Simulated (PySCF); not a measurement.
**Frontier orbitals and the lowest excitations**

Species: C₃H₃F₃O.
SMILES with atom numbers: `[F:1][CH:2]([F:3])[C@:4]1([F:5])[CH2:6][O:7]1` (hydrogens: H8 on C2; H9, H10 on C6)

Method: TDDFT B3LYP/def2-SVPD, vertical, gas phase, core orbitals frozen in the response in PySCF 2.14.0, density-fitted response routines. Isolated species at its PBE0-D3(BJ)/def2-SVP geometry (one conformer only). Torsions of this conformer, `[F:1][CH:2]([F:3])[C@:4]1([F:5])[CH2:6][O:7]1`: F1–C2–C4–F5 179°.

Kohn–Sham orbitals with the atoms that hold most of them (Löwdin shares over 4%, at most four atoms; ? is withheld):

```csv
orbital,ε (eV),atoms
LUMO+2,1.01,"O7 16%, F3 14%, H8 12%, F5 11%"
LUMO+1,0.65,"O7 20%, C6 20%, H9 15%, H10 14%"
LUMO,0.39,"C2 20%, C6 20%, H8 12%, H9 9%"
HOMO,-8.92,?
HOMO-1,-9.50,?
HOMO-2,-10.40,"F3 20%, F1 17%, F5 16%, C2 12%"
HOMO-3,-11.64,"F5 26%, F1 23%, F3 13%, O7 11%"
```

Q: Give the leading atoms of the HOMO-1.

A: O7 (bonded to 2 C) 34%; C6 (bonded to C, O and 2 H) 24%; C4 (bonded to 2 C, F and O) 18%; F5 (bonded to C) 12%. By element: carbon 41% or more, oxygen 34%, fluorine 12% or more.

Q: Which atoms hold the HOMO, and with what shares?

A: O7 (bonded to 2 C) 53%; C6 (bonded to C, O and 2 H) 13%; F5 (bonded to C) 7%; C4 (bonded to 2 C, F and O) 7%. By element: oxygen 53%, carbon 20% or more, fluorine 7% or more.

Q: The HOMO–LUMO gap is 9.31 eV. Where does the response calculation put the lowest singlet, and from which orbitals?

A: S1 is at 8.21 eV (f = 0.019), 1.09 eV below the gap, made of HOMO→LUMO (51%), HOMO→LUMO+1 (37%). Without the coupling terms of the response equations the lowest excitation would equal the gap.

Next come S2 at 8.44 eV (f 0.010), HOMO→LUMO+1 (51%), HOMO→LUMO (46%); S3 at 8.88 eV (f 0.0038), HOMO→LUMO+2 (84%); S4 at 8.97 eV (f 0.103), HOMO-1→LUMO (76%); S5 at 9.06 eV (f 0.018), HOMO-1→LUMO+1 (51%), HOMO→LUMO+3 (23%), HOMO-1→LUMO (12%).
